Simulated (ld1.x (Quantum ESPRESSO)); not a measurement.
**gallium (Ga): one change to a TM potential, before and after**

- Element: Ga (Z = 31)
- Generator: ld1.x (Quantum ESPRESSO) 7.5
- Type: norm-conserving Troullier–Martins (Kleinman–Bylander form)
- Functional: PBEsol
- Relativity: fully relativistic
- Frozen core: [Ar]
- Valence charge: 13
- Reference configuration: 3d10 4s2 4p1
- Partial waves: 4s (bound): rc 1.50 bohr; 4p (bound): rc 1.80 bohr; 3d (bound): rc 0.90 bohr; 4f channel at 0.05 Ry: rc 1.65 bohr
- Local potential: all-electron potential smoothed inside 1.15 bohr (lloc = -2)
- Core correction: none

Open shells are filled in proportion to 2j + 1 (rel_dist='average').

Change: wave 4s (bound): rc 1.50 bohr becomes 4s (bound): rc 2.26 bohr.

Cutoffs: the cutoffs (Ry, on a coarse ladder) from which the occupation-weighted sum of valence levels, in a spherical-Bessel basis at the reference potential, stays within 10 and 1 mRy of its value at 400 Ry; they do not see the model core or the augmentation charge, which bear on the density cutoff. Errors are all-electron minus pseudo energies relative to the spin-unpolarised reference configuration.

Q: How do hardness, ghosts and transferability respond?

A: Of the 7 tests that both files solve, the error grows in 3 and shrinks in 3 by more than 15 % and 0.3 meV (median size 6.9 → 10.4 meV); neither file shows a bound ghost.

| quantity | base | changed |
| --- | --- | --- |
| cutoff, loose | 300 Ry | 300 Ry |
| cutoff, tight | over 300 Ry | over 300 Ry |
| loose cutoff by channel (10 mRy a level) | s 12 Ry, p 6 Ry, d 260 Ry | s 10 Ry, p 6 Ry, d 260 Ry |
| bound ghosts | none | none |
| error for 3d10 4s2 4p0, meV [ΔE 5.68 eV] | +0.4 | +0.7 |
| error for 3d10 4s1 4p0, meV [ΔE 26.82 eV] | +7.7 | +10 |
| error for 3d10 4s0 4p0, meV [ΔE 57.94 eV] | +23 | -10 |
| error for 3d9 4s2 4p1, meV [ΔE 27.71 eV] | -4.5 | +160 |
| error for 3d10 4s0 4p3, meV [ΔE 13.39 eV] | +6.9 | -12 |
| error for 3d10 4s1 4p1, meV [ΔE 13.08 eV] | +5.1 | +3.1 |
| error for 3d9 4s0 4p0, meV [ΔE 121.78 eV] | +98 | -78 |
